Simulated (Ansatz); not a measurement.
**Strength of the O–C bond: C2HF4O → CHF2 + COF2**

Species: C2HF4O `F[C](F)OC(F)F`, doublet; CHF2 (difluoromethyl radical) `F[CH]F`, doublet; COF2 (carbonyl fluoride) `O=C(F)F`, singlet. 

Shapes, held fixed at every level: PBE0-D4/def2-TZVP. Flexible molecules stand in one conformer, not always the lowest. Programs: Ansatz 0.2.0. Electronic energies: no zero-point or thermal term.

| level | kind | ΔE (kJ/mol) | less CCSD(T)/CBS estimate |
| --- | --- | --- | --- |
| PBE-D4/def2-TZVPP | GGA | +6.6 | -7.6 |
| PBE0-D4/def2-TZVPP | global hybrid | +19.9 | +5.7 |
| wB97M-V/def2-TZVPP | range-separated hybrid | +14.0 | -0.2 |
| B2PLYP/def2-TZVPP | double hybrid | -1.2 | -15.4 |
| MP2/def2-TZVPP | perturbation theory | +5.7 | -8.5 |
| CCSD/def2-TZVPP | coupled cluster or CI | +11.7 | -2.5 |
| CCSD(T)/CBS estimate | coupled cluster or CI | +14.2 | 0.0 |

The highest level, CCSD(T)/CBS estimate, gives ΔE = +14.2 kJ/mol; the levels span -1.2 to +19.9. They disagree on the sign: 6 of 7 are positive. A fragment pairs its electrons up again, so this isn't a typical strength of such a bond. The column of differences is taken from that level and isn't an error. No measured value is set beside it here. Open shells run unrestricted unless RO is named. The CBS estimate extrapolates MP2 from def2-TZVPP and def2-QZVPP and adds CCSD(T) − MP2 in the triple-zeta set, cores frozen.
